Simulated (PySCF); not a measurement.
C6H7O2S (doublet state).
Geometry (GFN2-xTB, Å), atoms numbered from 1 in this order:
```
atom  x, y, z in Å
C1    -2.7103    1.2095   -0.0644
C2    -1.7044    0.2935   -0.0494
C3    -1.6632   -1.0390    0.4329
C4    -0.3815   -1.5176    0.1903
C5     0.3197   -0.4837   -0.3954
S6     1.9722   -0.4422   -1.0982
C7     2.5932    0.8232    0.1102
O8     2.5802   -1.7137   -0.7174
O9    -0.4660    0.6043   -0.5596
H10   -3.6717    0.9639    0.3403
H11   -2.5567    2.1853   -0.4831
H12   -2.4800   -1.5564    0.8913
H13    0.0224   -2.4840    0.4139
H14    3.6278    1.0352   -0.1381
H15    2.5254    0.4171    1.1133
H16    1.9853    1.7136    0.0020
```

The hyperfine couplings belong to this conformer and change with its torsions.

The species is `[S@](=O)(C)c1ccc([CH2])o1` [radical].

Level of theory: PySCF, UKS B3LYP, pcH-1 on C H O S, non-relativistic, mean-field spin-orbit, GIAO. Geometry: GFN2-xTB, one conformer, isolated molecule. The geometry wasn't refined by DFT: couplings that depend on bond lengths, twists or pyramidal angles can differ widely from those at the functional's own minimum. Stability of the SCF solution: not tested. ⟨S²⟩ is 0.778 where a pure state has 0.75.

Principal values of hyperfine tensors in MHz (contact, dipolar and spin–orbit terms together), for some of the nuclei:

```
atom  isotope      A1      A2      A3
  C1      13C    0.72    1.64  142.18
  C5      13C   10.23   12.35  103.38
  C2      13C  -66.29  -32.10  -27.43
 H11       1H  -60.21  -38.37  -15.29
 H10       1H  -58.68  -38.05  -14.93
  C3      13C    4.07    4.35   96.23
  C4      13C  -43.62  -18.80  -17.92
 H12       1H  -39.53  -27.04  -10.92
```

(1) Split each tensor into its isotropic and traceless parts, and turn a_iso into mT with g = 2.0026.

(2) What spin density at the nucleus of C3 lies behind its contact coupling (g_N = 1.40482)?

(3) C7 (13C, g_N = 1.40482) isn't in the table. Its spin density at the nucleus is 0.02671 bohr⁻³. What is its contact coupling?

(4) Name the largest traceless tensor T of the table and describe it.

(5) What first-order splitting does C1 cause when the field lies along A1, A2 or A3 of its tensor (g taken as isotropic, no quadrupole term)?

## Answers

(1) a_iso = (A1 + A2 + A3)/3, Ti = Ai − a_iso; 1 mT corresponds to 28.028 MHz. The tensors hold a spin–orbit part: the run splits a_iso into a_FC + a_SO, and T includes its anisotropic share.

| atom | a_iso (MHz) | a_FC | a_SO | a_iso (mT) | T1 | T2 | T3 |
| --- | --- | --- | --- | --- | --- | --- | --- |
| C1 | 48.18 | 48.25 | -0.08 | 1.719 | -47.46 | -46.54 | 94.00 |
| C5 | 41.99 | 41.96 | 0.03 | 1.498 | -31.75 | -29.64 | 61.39 |
| C2 | -41.94 | -41.95 | 0.01 | -1.496 | -24.35 | 9.84 | 14.51 |
| H11 | -37.95 | -37.96 | 0.00 | -1.354 | -22.25 | -0.42 | 22.67 |
| H10 | -37.22 | -37.22 | 0.01 | -1.328 | -21.46 | -0.83 | 22.29 |
| C3 | 34.88 | 34.93 | -0.04 | 1.245 | -30.82 | -30.53 | 61.35 |
| C4 | -26.78 | -26.79 | 0.01 | -0.955 | -16.84 | 7.98 | 8.86 |
| H12 | -25.83 | -25.84 | 0.00 | -0.922 | -13.70 | -1.21 | 14.91 |

(2) a_FC = 800.24 MHz bohr³ × g_N × ρ(0)/(2S). With a_FC = 34.93 MHz and 2S = 1, ρ(0) = 0.03107 bohr⁻³.

(3) By the same relation, a_FC = 30.0 MHz. Its full tensor has the principal values 27.31, 27.66, 35.07 MHz.

(4) C1: -47.5, -46.5, 94.0 MHz, axial, in the ratio −1:−1:+2, the form that spin in one p orbital centred on that nucleus gives.

(5) 2 lines (I = 1/2), spaced by |A_i|/(g × 13.996): 0.03, 0.06, 5.07 mT along the axes of A1, A2 and A3.

On an Arm Neoverse V2 with one thread, shared host with 192 logical CPUs at a one-minute load of 26, this took 1.7 min wall (grids of density and orbitals included) and 1.0 GiB of memory at its peak.
